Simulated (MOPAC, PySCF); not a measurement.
H₄S₄Si, SMILES `S[Si](S)(S)S`, neutral singlet in the gas phase. 

Cartesian coordinates (Å):
```xyz
9

S      1.1148    -0.7363    -1.6650
Si     0.0000     0.0000     0.0000
S     -1.4489     1.1965    -1.0131
S      1.1672     1.0635     1.4366
S     -0.8332    -1.5237     1.2415
H      1.7625    -1.6515    -0.9215
H     -1.8621     1.7890     0.1218
H      1.8204     1.7676     0.4946
H     -1.7207    -1.9050     0.3052
```
Charge 0, spin multiplicity 1.

All levels are single points at this geometry (r2SCAN-D4/def2-TZVP); Pople sets use spherical d functions. Orbital energies aren't observables, and empty levels follow the basis.

```json
[
 {"level": "r2SCAN-D4/def2-TZVP in PySCF", "HOMO (eV)": "-6.40", "LUMO (eV)": "-1.54", "gap (eV)": "4.86", "dipole (D)": "0.00", "vertical IE, Delta-SCF (eV)": "8.80"},
 {"level": "B3LYP/6-311+G** in PySCF", "HOMO (eV)": "-7.17", "LUMO (eV)": "-1.18", "gap (eV)": "5.99", "dipole (D)": "0.00", "vertical IE, Delta-SCF (eV)": "–"},
 {"level": "B3LYP/LANL2DZ in PySCF", "HOMO (eV)": "-7.43", "LUMO (eV)": "-1.04", "gap (eV)": "6.39", "dipole (D)": "0.00", "vertical IE, Delta-SCF (eV)": "–"},
 {"level": "M06-2X/6-31G* in PySCF", "HOMO (eV)": "-8.53", "LUMO (eV)": "0.03", "gap (eV)": "8.56", "dipole (D)": "0.00", "vertical IE, Delta-SCF (eV)": "–"},
 {"level": "PBE/6-31G* in PySCF", "HOMO (eV)": "-6.14", "LUMO (eV)": "-1.65", "gap (eV)": "4.49", "dipole (D)": "0.00", "vertical IE, Delta-SCF (eV)": "8.64"},
 {"level": "PM3 in MOPAC", "HOMO (eV)": "-9.93", "LUMO (eV)": "-2.99", "gap (eV)": "6.94", "dipole (D)": "0.00", "vertical IE, Delta-SCF (eV)": "–"}
]
```
